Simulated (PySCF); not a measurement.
Computational details: coordinates at the GFN2-xTB level, σ from GIAO-PBE0/pcSseg-1, in PySCF (isolated molecule, one averaged value for each set of equivalent atoms, one conformer, non-relativistic).

δ = σ(ref) − σ, references computed at the same level: ¹H, ¹³C against TMS. Shifts are as computed. Against solution values, carbons near 30 ppm lie about +3 ppm off and those near 130 ppm about +5 ppm. Of 1211 compounds with measured shifts, 218 miss one by over three times the rms of a fit or turn the order of signals round; such compounds aren't used in these exercises. OH and NH positions are gas-phase values without hydrogen bonding to other molecules.

Question: Order these molecules by the shift of their most deshielded carbon, lowest δ first.
A. Cc1pccc(F)p1
B. C=C/C=N/N=C\CC
C. CC(C)c1ncc[nH]1

Answer: B (145.7 ppm, alkene CH), C (154.5 ppm, substituted aromatic carbon next to a ring nitrogen), A (222.3 ppm, substituted aromatic carbon).

Question: How many ¹³C and ¹H signals does each give (equivalence by symmetry and fast rotation, but not about amide C–N or C=N bonds)? `C=C/C=N/N=C\CC`, `C=C[P@H](=O)C(C)C`, `CC(C)c1ncc[nH]1`, `Cc1pccc(F)p1`

Answer: C=C/C=N/N=C\CC: 6 C, 7 H; C=C[P@H](=O)C(C)C: 5 C, 7 H; CC(C)c1ncc[nH]1: 5 C, 5 H; Cc1pccc(F)p1: 5 C, 3 H.
